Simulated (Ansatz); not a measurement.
Basis sets compared for the cluster PtS2⁺. Charge 1, multiplicity 2. Geometry r2SCAN-D4/def2-TZVP. Ansatz on 4 threads of Arm Neoverse V2 on a shared host; times are rough, and most runs start from earlier orbitals.

Cartesian coordinates in Å:
```
Pt 1.0739 0.7613 0.2032
S -0.1334 -1.0921 0.4335
S -0.9405 0.3308 -0.6367
```

In the def2 sets Pt takes a core potential; there is no spin–orbit coupling. The structure comes from a short search, and lower isomers may exist.

| level | functions | energy (Eh) | HOMO (eV) | LUMO (eV) | wall time |
| --- | --- | --- | --- | --- | --- |
| PBE-D4/def2-SVP | 68 | -914.8886 | -11.57 | -10.78 | 1 s |
| PBE0-D4/def2-SVP | 68 | -914.8844 | -12.93 | -9.98 | 1.2 s |

Estimate the rows for PBE-D4/def2-TZVP, PBE0-D4/def2-TZVP.


| level | functions | energy (Eh) | HOMO (eV) | LUMO (eV) | wall time |
| --- | --- | --- | --- | --- | --- |
| PBE-D4/def2-TZVP | 114 | -915.1927 | -11.42 | -10.58 | 1.4 s |
| PBE0-D4/def2-TZVP | 114 | -915.1884 | -12.74 | -9.72 | 4.4 s |
